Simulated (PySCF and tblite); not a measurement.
Values are calculated unless marked as measured or tabulated.
System: C₆H₁₀GeO, numbered as in [CH3:1][O:2][C:3]1=[CH:4][C@H:5]([GeH3:6])[CH:7]=[CH:8]1.

For the shift of Ge6 from C5 to C7: electronic barrier 14.57 kcal/mol, zero-point change -0.91 kcal/mol, thermal and entropy terms at 200 K a further 0.31 kcal/mol (symmetry numbers apart). The minimum is C1, the saddle C1. Level: PBE0/pcSseg-1 + D3(BJ) on GFN2-xTB stationary points, with GFN2-xTB thermal terms. Rates follow Eyring's equation with the number of equivalent paths and no tunnelling. Run with tblite and PySCF.

Question: How many equivalent paths lead out of the minimum?

Answer: 1: the symmetry number of the minimum is 1, that of the saddle displaced along its mode 1.

Question: Work out the rate at 200 K.

Answer: ΔG‡ = 13.97 kcal/mol; k_B T/h = 4.2×10¹² s⁻¹; exp(−ΔG‡/RT) = 5.4×10⁻¹⁶; times 1 gives k = 0.0023 s⁻¹. Wigner's tunnelling factor for the 304i cm⁻¹ mode would be 1.20.

DFT energies on a tight-binding saddle of a bond shift can be off by several kcal/mol. Spin–orbit effects of heavy atoms on shieldings are missing.
